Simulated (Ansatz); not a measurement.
CH3FGaI (`[CH3][Ga]([F])[I]`) from Hartree–Fock to CCSD(T)

Cartesian coordinates in Å:
```
C -0.089 -0.776 -0.652
Ga -0.051 0.700 0.613
F -1.527 1.229 1.399
I 1.927 2.014 1.311
H 0.346 -0.458 -1.600
H 0.508 -1.602 -0.263
H -1.115 -1.107 -0.808
```

The species carries charge 0 and has multiplicity 1. Correlated methods include outer-core shells of Ga, I, which these sets cover unevenly. Scalar relativity is left out up to krypton. I takes the def2 core potential. The structure was optimised at the PBE0-D4/def2-TZVP level. Frozen core, restricted reference, Ansatz.

| basis | HF (Eh) | MP2 corr. | CCSD corr. | (T) | CCSD(T) total |
| --- | --- | --- | --- | --- | --- |
| def2-SVP | -2358.70885 | -0.65825 | -0.67207 | -0.01756 | -2359.39848 |
| def2-TZVPP | -2359.13914 | -1.14546 | -1.12262 | -0.03425 | -2360.29601 |
| def2-QZVPP | -2359.18721 | -1.59930 | – | – | – |
